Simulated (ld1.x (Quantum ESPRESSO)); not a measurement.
**Ni: variants of one ultrasoft potential**

Base potential:

```
Element                 : nickel
Generator               : ld1.x (Quantum ESPRESSO) 7.5
Type                    : ultrasoft
Functional              : PBE
Relativity              : scalar-relativistic
Frozen core             : [Ar]
Valence charge          : 10
Reference configuration : 3d8 4s2 4p0
Partial waves           : 4s (bound): rcut 2.10, rcutus 2.45 bohr; 4s channel at 0.15 Ry: rcut 2.10, rcutus 2.45 bohr; 4p (bound, empty): rcut 2.00, rcutus 2.75 bohr; 4p channel at 0.75 Ry: rcut 2.00, rcutus 2.75 bohr; 3d (bound): rcut 0.70, rcutus 0.90 bohr; 3d channel at -0.05 Ry: rcut 0.70, rcutus 0.90 bohr; 4f channel at -0.15 Ry: rcut 2.65, rcutus 3.10 bohr; 4f channel at 0.35 Ry: rcut 2.65, rcutus 3.10 bohr
Local potential         : all-electron potential smoothed inside 1.95 bohr (lloc = -1)
Core correction         : none
Augmentation charge     : built from norm-conserving waves at rcut, not smoothed further
```

Cutoffs, loose and tight: the cutoffs (Ry, on a coarse ladder) from which the occupation-weighted sum of valence levels, in a spherical-Bessel basis at the reference potential, stays within 10 and 1 mRy of its value at 400 Ry. They do not see the model core or the augmentation charge, which bear on the density cutoff. Test errors are all-electron minus pseudo excitation energies from the reference, over the configurations 3d8 4s1 4p0; 3d8 4s0 4p0; 3d7 4s0 4p0; 3d8.5 4s1.5 4p0; 3d9 4s0 4p0; 3d9 4s1 4p0; 3d7 4s2 4p0. A dash means not determined; rows that change the core or the reference have their own tests. The largest error is taken over the tests solved by every variant that gives reliable tests at all: 3d7 4s0 4p0; 3d8 4s0 4p0; 3d9 4s0 4p0.

Cutoffs are not given where the Bessel-basis levels miss the radial ones by over 6 mRy, ghosts where they miss by over 20 mRy; a channel whose overlap is not positive is not tested.

A file whose overlap is not positive is unfit for use, and its test errors describe a broken file.

```tsv
change	outcome	bound ghosts	largest test error (meV)
base	generated, overlap not positive	not determined (overlap not positive)	+176
all radii scaled by about 0.81 (s 1.98, p 2.24, d 0.74, f 2.52 bohr, rcut 1.70/1.62/0.56/2.14); local potential all-electron potential smoothed inside 1.58 bohr (lloc = -1)	generated, overlap not positive	not determined (overlap not positive)	+166
all radii scaled by about 0.87 (s 2.12, p 2.38, d 0.78, f 2.70 bohr, rcut 1.82/1.74/0.60/2.30); local potential all-electron potential smoothed inside 1.70 bohr (lloc = -1)	generated, overlap not positive	not determined (overlap not positive)	+175
all radii scaled by about 1.13 (s 2.78, p 3.12, d 1.02, f 3.52 bohr, rcut 2.38/2.26/0.80/3.00); local potential all-electron potential smoothed inside 2.20 bohr (lloc = -1)	generated, overlap not positive	not determined (overlap not positive)	-138
all radii scaled by about 1.23 (s 3.02, p 3.40, d 1.12, f 3.82 bohr, rcut 2.60/2.46/0.86/3.26); local potential all-electron potential smoothed inside 2.40 bohr (lloc = -1)	generated, overlap not positive	not determined (overlap not positive)	-105
all radii scaled by about 1.40 (s 3.42, p 3.84, d 1.26, f 4.32 bohr, rcut 2.94/2.80/0.98/3.70); local potential all-electron potential smoothed inside 2.72 bohr (lloc = -1)	generated, overlap not positive	not determined (overlap not positive)	-130
```
